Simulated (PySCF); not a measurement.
Isomers of C5H3FOS, one GFN2-xTB conformer each. Single-point energies are computed at PBE0/pcSseg-1 (PySCF, gas phase, no added dispersion term), electronic only.

```csv
SMILES,GFN2-xTB relative energy (kJ/mol)
O=C(F)c1cccs1,2.0
O=c1ccscc1F,86.8
O=C(F)c1ccsc1,0.0
```

Conformers: `[O:1]=[C:2]([F:3])[c:4]1[cH:5][cH:6][cH:7][s:8]1` with O1–C2–C4–C5 180°; `[O:1]=[C:2]([F:3])[c:4]1[cH:5][cH:6][s:7][cH:8]1` with O1–C2–C4–C5 0°.

Question: What does PBE0/pcSseg-1 give for the same structures?

Answer: 
```tsv
SMILES	PBE0/pcSseg-1 E (Eh)	PBE0/pcSseg-1 (kJ/mol)	GFN2-xTB (kJ/mol)	point group
O=C(F)c1ccsc1	-765.00813	0.0	0.0	Cs
O=C(F)c1cccs1	-765.00756	1.5	2.0	Cs
O=c1ccscc1F	-764.96722	107.4	86.8	Cs
```

Both levels put the same isomer lowest; measured from each level's own lowest isomer, the values differ by up to 20.6 kJ/mol (O=c1ccscc1F: 86.8 against 107.4). Neighbours under 10 kJ/mol apart (O=C(F)c1ccsc1 and O=C(F)c1cccs1) can change places with a better method, another conformer or zero-point energy.

Question: Which frontier levels, dipoles and rotational constants go with these structures?

Answer: 
```
       SMILES  HOMO (eV, PBE0/pcSseg-1)  LUMO (eV)  dipole (D)      A, B, C (MHz)
O=C(F)c1ccsc1                     -7.82      -1.87        3.74  4425, 1167, 923.3
O=C(F)c1cccs1                     -7.83      -2.22        4.49   3689, 1410, 1020
  O=c1ccscc1F                     -7.18      -1.94        4.77   3000, 1616, 1050
```
